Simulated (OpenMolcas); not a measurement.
## F3+: effect of the active space

| Item | Value |
| --- | --- |
| Program | OpenMolcas |
| Method | CASSCF or its RAS form |
| Basis | ANO-RCC-VTZP |
| Scalar Hamiltonian | DKH2, point nucleus |
| Spin-orbit coupling | state interaction with AMFI integrals over the reference wave functions, term energies averaged over their components |

A. 2 electrons in 3 orbitals (2p); 2S+1 = 3 even, 3 roots; 2S+1 = 1 even, 6 roots; cost of the order of 1.5 core-seconds
B. 4 electrons in 4 orbitals (2s 2p); 2S+1 = 3 even, 3 roots; 2S+1 = 1 even, 6 roots; 2S+1 = 5 odd, 1 root; 2S+1 = 3 odd, 9 roots; 2S+1 = 1 odd, 8 roots; cost about 11 core-seconds
C. 4 electrons in 8 orbitals (2s 2p 3s 3p); 2S+1 = 3 even, 3 roots; 2S+1 = 1 even, 6 roots; 2S+1 = 5 odd, 1 root; 2S+1 = 3 odd, 9 roots; 2S+1 = 1 odd, 8 roots; cost of the order of 13 core-seconds
D. 4 electrons in 9 orbitals (RAS2 2s 2p; RAS3 3d, at most 2 electrons); 2S+1 = 3 even, 3 roots; 2S+1 = 1 even, 6 roots; 2S+1 = 5 odd, 1 root; 2S+1 = 3 odd, 9 roots; 2S+1 = 1 odd, 8 roots; cost about 21 core-seconds

Energies in cm-1 above 2s2 2p2 3P0, the measured ground level; measured values from Moore, Atomic Energy Levels, vol. I, NSRDS-NBS 35 (1971 reprint of NBS Circular 467, 1949).

```tsv
Level	A	B	C	D	Measured
2s2 2p2 3P0	0.0	0.0	0.0	0.0	0.0
2s2 2p2 3P1	230	224	223	223	225
2s2 2p2 3P2	674	653	651	652	613
2s2 2p2 1D2	27763	27753	27976	27264	25241
2s2 2p2 1S0	68290	50882	49837	57063	53544
```

Deviations, from unrounded energies. A percentage is the sum of absolute deviations over the sum of measured energies, with the sign that they share, or ± where signs differ.

| Against measurement | Levels | A | B | C | D |
| --- | --- | --- | --- | --- | --- |
| mean absolute deviation (cm-1) | 4 | 4300 | 1300 | 1600 | 1400 |
| fine structure of the ground term (%) | 2 | +7.8 | ±4.9 | ±4.8 | ±4.9 |
| other terms of the ground configuration (%) | 2 | +21.9 | ±6.6 | ±8.2 | +7.0 |

B lies closest to measurement on these levels and A furthest from it. The largest miss of B in the table is 2s2 2p2 1S0, by -2700 cm-1. The ranking rests on the paired levels alone, and a cruder setting can come out closer through cancelling errors.

Among A to D the level of the table that moves most is 2s2 2p2 1S0, by 18000 cm-1 (lowest in C, highest in A).

With the s shell closed, the reference lacks s² → p² mixing (holds for A). Active for correlation alone: 3p 3s; no level in the range computed is led by a configuration that fills them, so any true level of that kind is missing (holds for C). Active for correlation alone: 3d; no level in the range computed is led by a configuration that fills it, so any true level of that kind is missing (holds for D). Measured partners are found by configuration, term and J. A level has none where our copy of the source lacks it or the pairing is in doubt (some pairs that miss far off the trend of their configuration count as doubtful), and it then counts in no deviation. Only configurations of the active space appear. The table leaves out levels that lie high or whose names do not pair safely across all columns.
